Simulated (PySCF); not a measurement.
Compound: 2-octanol, C8H18O.
Atom-mapped SMILES: `[CH3:1][CH2:2][CH2:3][CH2:4][CH2:5][CH2:6][C@H:7]([CH3:8])[OH:9]`

Structure used (PBE0-D3(BJ)/def2-SVP), in Å, numbered top down from 1:
```xyz
27
C8H18O angstrom
C      4.619   -0.617   -0.178
C      3.418    0.288    0.042
C      2.083   -0.421   -0.138
C      0.876    0.479    0.077
C     -0.458   -0.231   -0.103
C     -1.658    0.680    0.107
C     -3.023    0.000    0.046
C     -3.338   -0.610   -1.311
O     -4.038    0.893    0.447
H      5.568   -0.076   -0.041
H      4.621   -1.038   -1.196
H      4.615   -1.464    0.526
H      3.468    1.147   -0.651
H      3.462    0.723    1.056
H      2.028   -1.278    0.558
H      2.037   -0.861   -1.152
H      0.922    0.917    1.090
H      0.930    1.336   -0.619
H     -0.518   -1.078    0.604
H     -0.493   -0.679   -1.111
H     -1.585    1.170    1.092
H     -1.639    1.496   -0.642
H     -3.040   -0.803    0.804
H     -4.350   -1.040   -1.303
H     -2.627   -1.403   -1.585
H     -3.300    0.161   -2.100
H     -4.048    1.620   -0.185
```

Method: PySCF, delta-SCF UKS SCAN, pcX-2 on the ionised atom, pcseg-1 elsewhere, spin-free X2C. Each binding energy is the total energy of the core-ionised species, with the hole localised on one atom, minus that of the ground state; both are solved self-consistently, so orbital relaxation is included.

Some binding energies are withheld.

| atom(s) | bonded to | level | binding energy (eV) |
| --- | --- | --- | --- |
| C1 | C and 3 H | C 1s | 290.51 |
| C2 | 2 C and 2 H | C 1s | ? |
| C3 | 2 C and 2 H | C 1s | 290.33 |
| C4 | 2 C and 2 H | C 1s | ? |
| C5 | 2 C and 2 H | C 1s | ? |
| C6 | 2 C and 2 H | C 1s | 290.34 |
| C7 | O, 2 C and H | C 1s | 291.88 |
| C8 | C and 3 H | C 1s | 290.53 |
| O9 | C and H | O 1s | 538.37 |

Problem. Fill in C 1s for C5.

Solution. 290.41 eV (chain CH2 carbon). The nearest listed C 1s value is that of C6; the shift against it is +0.07 eV.

Problem. Fill in C 1s for C4.

Solution. 290.34 eV (chain CH2 carbon). The nearest listed C 1s value is that of C6; the shift against it is 0.00 eV.

Problem. What is the C 1s binding energy of C2?

Solution. 290.45 eV (chain CH2 carbon). The nearest listed C 1s value is that of C1; the shift against it is -0.06 eV.

Lowest listed C 1s: C3, bonded to 2 C and 2 H. Highest, 1.55 eV above it: C7, bonded to O, 2 C and H. Summing the Pauling electronegativity differences to the bonded atoms, each weighted by its formal bond order, gives -0.70 for the lowest site and +0.54 for the highest; no listed site has a larger sum than the highest. The smallest sum, -1.05, belongs to C1, 0.18 eV above the lowest. The values 290.33, 290.34 and 290.34 eV; the values 290.41 and 290.45 eV; the values 290.51 and 290.53 eV lie too close for their order to be trusted.

Problem. Which photon energy gives electrons from C 1s of C7 a kinetic energy of 20 eV, and what is their de Broglie wavelength?

Solution. hν = 291.88 + 20 = 311.88 eV, recoil neglected; λ = 12.264 Å/√(E/eV) = 2.74 Å.

One conformer (not necessarily the lowest) at the PBE0-D3(BJ)/def2-SVP geometry, without solvent, vibrations or thermal averaging.
